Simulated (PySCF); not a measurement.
C₂H₃N₃, triplet, geometry from GFN2-xTB (a higher spin typed on purpose: for a closed-shell molecule this is an excited state); SCAN/6-31G in PySCF.

Here is a job for PySCF.
```python
from pyscf import gto, scf, dft

mol = gto.Mole()
mol.atom = '''
    C     1.171013    0.004751   -0.092470
    N     0.446365    1.083380   -0.115987
    C    -0.856665    0.747767    0.092638
    N    -0.942221   -0.666660    0.207449
    N     0.377843   -1.083067    0.014059
    H     2.229201   -0.057500   -0.215749
    H    -1.680901    1.382009   -0.145967
    H    -1.608295   -1.175186   -0.377944
'''
mol.basis = '6-31g'
mol.charge = 0
mol.spin = 2
mol.verbose = 4
mol.build()

mf = dft.UKS(mol)
mf.xc = 'scan'
mf.grids.radi_method = dft.radi.mura_knowles
mf.kernel()
```

The log (banner, timings and long lists left out):

```
PySCF version 2.14.0

[INPUT] verbose = 4
[INPUT] num. atoms = 8
[INPUT] num. electrons = 36
[INPUT] charge = 0
[INPUT] spin (= nelec alpha-beta = 2S) = 2
[INPUT] symmetry False subgroup None
[INPUT] Mole.unit = angstrom
[INPUT] Symbol           X                Y                Z      unit          X                Y                Z       unit  Magmom
[INPUT]  1 C      1.171013000000   0.004751000000  -0.092470000000 AA    2.212893858305   0.008978088818  -0.174742974739 Bohr   0.0
[INPUT]  2 N      0.446365000000   1.083380000000  -0.115987000000 AA    0.843507601591   2.047291488831  -0.219183664010 Bohr   0.0
[INPUT]  3 C     -0.856665000000   0.747767000000   0.092638000000 AA   -1.618862230501   1.413074834988   0.175060448727 Bohr   0.0
[INPUT]  4 N     -0.942221000000  -0.666660000000   0.207449000000 AA   -1.780539638814  -1.259804818203   0.392021794815 Bohr   0.0
[INPUT]  5 N      0.377843000000  -1.083067000000   0.014059000000 AA    0.714019788084  -2.046700004554   0.026567659585 Bohr   0.0
[INPUT]  6 H      2.229201000000  -0.057500000000  -0.215749000000 AA    4.212579366607  -0.108659252162  -0.407706521649 Bohr   0.0
[INPUT]  7 H     -1.680901000000   1.382009000000  -0.145967000000 AA   -3.176442532508   2.611618511684  -0.275837653224 Bohr   0.0
[INPUT]  8 H     -1.608295000000  -1.175186000000  -0.377944000000 AA   -3.039237077507  -2.220779685423  -0.714210650423 Bohr   0.0

nuclear repulsion = 163.073206858959
number of shells = 31
number of NR pGTOs = 122
number of NR cGTOs = 51
basis = 6-31g
ecp = {}

******** <class 'pyscf.dft.uks.UKS'> ********
method = UKS
initial guess = minao
damping factor = 0
level_shift factor = 0
DIIS = <class 'pyscf.scf.diis.CDIIS'>
diis_start_cycle = 1
diis_space = 8
diis_damp = 0
SCF conv_tol = 1e-09
SCF conv_tol_grad = None
SCF max_cycles = 50
direct_scf = True
direct_scf_tol = 1e-13
number electrons alpha = 19  beta = 17
XC library pyscf.dft.libxc version 7.1.2
    S. Lehtola, C. Steigemann, M. J. T. Oliveira, and M. A. L. Marques,  SoftwareX 7, 1–5 (2018)
XC functionals = scan
    J. Sun, A. Ruzsinszky, and J. P. Perdew,  Phys. Rev. Lett. 115, 036402 (2015)
    J. Sun, A. Ruzsinszky, and J. P. Perdew,  Phys. Rev. Lett. 115, 036402 (2015)
radial grids: Mura-Knowles [JCP 104, 9848 (1996); DOI:10.1063/1.471749] log3 quadrature radial grids
becke partition: Becke, JCP 88, 2547 (1988); DOI:10.1063/1.454033
pruning grids: <function nwchem_prune>
grids dens level: 3
symmetrized grids: False
atomic radii adjust function: <function treutler_atomic_radii_adjust>
small_rho_cutoff = 0
Set gradient conv threshold to 3.16228e-05
tot grids = 94616
init E= -242.809698064991

cycle= 1 E= -241.850289762352  delta_E= 0.959  |g|= 0.253  |ddm|= 2.35

cycle= 2 E= -241.467500741285  delta_E= 0.383  |g|= 0.845  |ddm|= 1.36

cycle= 3 E= -241.863392009888  delta_E= -0.396  |g|= 0.223  |ddm|= 1.23

cycle= 4 E= -241.886715969013  delta_E= -0.0233  |g|= 0.0926  |ddm|= 0.409

cycle= 5 E= -241.889919550201  delta_E= -0.0032  |g|= 0.0602  |ddm|= 0.192

cycle= 6 E= -241.891868080693  delta_E= -0.00195  |g|= 0.0181  |ddm|= 0.0905

cycle= 7 E= -241.892077463262  delta_E= -0.000209  |g|= 0.00488  |ddm|= 0.0314

cycle= 8 E= -241.892099521687  delta_E= -2.21e-05  |g|= 0.00208  |ddm|= 0.0129

cycle= 9 E= -241.892105375916  delta_E= -5.85e-06  |g|= 0.00104  |ddm|= 0.00631

cycle= 10 E= -241.892106666809  delta_E= -1.29e-06  |g|= 0.000794  |ddm|= 0.00324

cycle= 11 E= -241.892107506604  delta_E= -8.4e-07  |g|= 0.000452  |ddm|= 0.00233

cycle= 12 E= -241.892107990424  delta_E= -4.84e-07  |g|= 0.00022  |ddm|= 0.00277

cycle= 13 E= -241.892108130468  delta_E= -1.4e-07  |g|= 8.31e-05  |ddm|= 0.00223

cycle= 14 E= -241.892108133574  delta_E= -3.11e-09  |g|= 4.88e-05  |ddm|= 0.000196

cycle= 15 E= -241.892108136639  delta_E= -3.07e-09  |g|= 1.51e-05  |ddm|= 0.000316

cycle= 16 E= -241.892108136786  delta_E= -1.47e-10  |g|= 1.43e-05  |ddm|= 3.8e-05

Extra cycle  E= -241.892108136125  delta_E= 6.61e-10  |g|= 3.92e-05  |ddm|= 8.13e-05
converged SCF energy = -241.892108136125  <S^2> = 2.0153516  2S+1 = 3.010217
```
